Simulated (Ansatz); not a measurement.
The same path of Cl₃FH₂HfO (8 atoms, charge 0, multiplicity 1) was run twice with different band settings.

Method: RKS LDA/def2-SVP (Ansatz 0.2.0).

Relaxed end points:

```xyz
8
Properties=species:S:1:pos:R:3
Hf 0.129 -0.630 -0.115
O 0.469 0.021 2.044
H -0.248 0.625 2.343
Cl 2.103 0.384 -0.817
Cl -1.655 0.885 0.317
Cl -0.739 -1.590 -2.055
F 0.421 -2.241 0.864
H 0.573 -0.711 2.688
```

```xyz
8
Properties=species:S:1:pos:R:3
Hf 0.488 -0.096 0.012
O -0.531 -0.663 1.969
H -1.202 -1.366 1.820
Cl 1.759 -0.138 -1.942
Cl -0.312 2.087 0.121
Cl -1.138 -1.707 -0.637
F 1.904 -0.439 1.244
H 0.085 -0.934 2.682
```

Common settings: movable images 5; climbing image yes; spring 5.0 eV/Å²; optimiser quadratic models (default); start path through a guess of the saddle point; iteration limit 60; end points relaxed.

| run | force threshold |
| --- | --- |
| 1 | 0.03 eV/Å |
| 2 | 0.5 eV/Å |

Q: What does each run give, and how far can it be trusted?

A: Run 1: converged after 24 iterations, highest image 0.047 eV above the first end. The profile has 2 maxima (images 2, 5) with wells between them (image 4): this band takes more than one step, which may be the mechanism or a detour left from its start path. A vibrational analysis at the climbing image gives no mode beyond 40i cm⁻¹: the surface is too flat there to confirm a saddle point.
Run 2: converged after 9 iterations, highest image 0.141 eV above the first end. The threshold of 0.5 eV/Å is loose, so the images may lie well off the minimum-energy path. The order of the point at the top wasn't checked. Another band between the same ends, with other settings, climbed to 0.047 eV only, so this figure is probably too high.
